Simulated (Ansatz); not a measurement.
`[NH2][In]([OH])[SH]` + `CC(C)[Si]O` → `C[CH](C)[In]([OH])[SH]` + `N[Si]O`  (redistribution)

Computed with Ansatz on PBE0-D4/def2-TZVP structures; ΔE is electronic, products minus reactants. CCSD(T)/CBS is the MP2 limit (def2-TZVPP, def2-QZVPP) plus CCSD(T) − MP2 in def2-TZVPP, frozen cores. This one scheme is used for every species. DFT in def2-TZVPP. B3LYP here is the variant with VWN-RPA as its local correlation; programs differ in this. Elements past krypton have def2 core potentials. For In outer-core shells are correlated without core-valence functions, which leaves a few kJ/mol of doubt a bond. One conformer a species, not always the lowest.

```
             level  ΔE (kJ/mol)  difference from CCSD(T)/CBS
           PBE0-D4        -94.9                          1.8
          B3LYP-D4        -98.5                         -1.8
           ωB97X-V        -93.3                          3.4
           ωB97M-V        -96.0                          0.7
            r2SCAN        -99.3                         -2.6
             B3LYP       -100.2                         -3.5
SCS-MP2/def2-TZVPP        -98.6                         -1.9
   CCSD/def2-TZVPP        -96.0                          0.7
CCSD(T)/def2-TZVPP        -95.5                          1.2
      HF/CBS(def2)        -96.6                          0.1
       CCSD(T)/CBS        -96.7                            0
```

Largest T1 diagnostic among the species: 0.015.
